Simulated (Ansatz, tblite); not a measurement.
Forces on (CuCl)2 ring (Cu₂Cl₂) at its r2SCAN-D4/def2-SVP geometry. Total charge 0; singlet.

The xTB rows come from tblite.

GFN1-xTB (tblite), largest force 0.69 eV/Å:

```xyz
4
positions Å, forces eV/Å
Cu    1.117   -0.044    0.220    0.674   -0.027    0.133
Cl   -0.178    1.524    1.211    0.017   -0.143   -0.113
Cu   -1.117    0.044   -0.220   -0.675    0.027   -0.133
Cl    0.178   -1.524   -1.211   -0.016    0.142    0.113
```

GFN2-xTB (tblite), largest force 0.74 eV/Å:

```
Cu 0.726 -0.029 0.143
Cl 0.024 -0.204 -0.162
Cu -0.727 0.029 -0.143
Cl -0.024 0.204 0.162
```

PBE-D4/def2-TZVP (Ansatz), largest force 0.51 eV/Å:

```
Cu 0.500 -0.020 0.098
Cl 0.009 -0.074 -0.059
Cu -0.501 0.020 -0.099
Cl -0.008 0.074 0.059
```
